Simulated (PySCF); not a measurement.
**Stationary points of [AuH2]+**

Method: PBE0/[Au def2-TZVP with ECP60, H def2-TZVP], scalar-relativistic core potentials, density fitting, no spin–orbit coupling, PySCF.

Relaxations began from a few typed shapes; open shells are unrestricted. The search is not exhaustive: other isomers or separated fragments can lie lower, and high-lying points may rest on an excited occupation.

Q: Order these stationary points by electronic energy, lowest first, in kJ/mol from the lowest minimum.
A. triplet C2v: Au–H 1.672 Å (×2); H–Au–H 157.8°
B. triplet C2v: Au–H 2.042 Å (×2), H–H 0.790 Å; Au–H–H 78.8° (×2), H–Au–H 22.3°
C. triplet D∞h: Au–H 1.693 Å (×2); H–Au–H 180.0°

A: A (0.0), C (2.3), B (8.4).

Q: Which of them are minima?

A: By energy in kJ/mol, 0.0: minimum; 2.3: saddle point, 2 imaginary modes; 8.4: minimum.

Formally Au is in oxidation state +3, d8, with 2 unpaired electrons (the high-spin count). The Mulliken spin on Au is 0.85, so most of the spin sits on the ligands and the formal count fails. The polar-tensor charge on Au, 0.51, is far below the formal one.

For the lowest minimum: open d and f shells are described by one determinant, and the ground state may have another occupation or spin. Spin–orbit coupling, left out here, can matter for elements this heavy.
